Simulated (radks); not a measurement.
A nucleus of charge 52.6 with 51 electrons, 51 electrons, occupied as [Kr] 4d10 5s2 5p3. Calculated with a radial shooting solver on a logarithmic mesh with Libxc functionals: Dirac Kohn-Sham, PBE, spin-unpolarised, spherical densities, finite nucleus; open shells are shared between the two j in proportion to 2j + 1; Fermi nuclear charge, rms radius 4.75 fm.

Unscreened Slater integrals over Kohn-Sham orbitals (hartree). Large and small components are both included.

integral,value
"F0(5p3/2,5p3/2)",0.38624
"F2(5p3/2,5p3/2)",0.20849
"F0(5p3/2,5p1/2)",0.39334
"G2(5p3/2,5p1/2)",0.21140
"F0(5p3/2,5s1/2)",0.41914
"G1(5p3/2,5s1/2)",0.27421
"F0(5p3/2,4d5/2)",0.48433
"F2(5p3/2,4d5/2)",0.13174
"G1(5p3/2,4d5/2)",0.040966
"G3(5p3/2,4d5/2)",0.037899
"F0(5p1/2,5p1/2)",0.40097
"F0(5p1/2,5s1/2)",0.42889
"G1(5p1/2,5s1/2)",0.28899
"F0(5p1/2,4d5/2)",0.50090
"G3(5p1/2,4d5/2)",0.042786
"F0(5s1/2,5s1/2)",0.46526
"F0(5s1/2,4d5/2)",0.56868
"G2(5s1/2,4d5/2)",0.071650
"F0(4d5/2,4d5/2)",0.95753
"F2(4d5/2,4d5/2)",0.48412
"F4(4d5/2,4d5/2)",0.32088
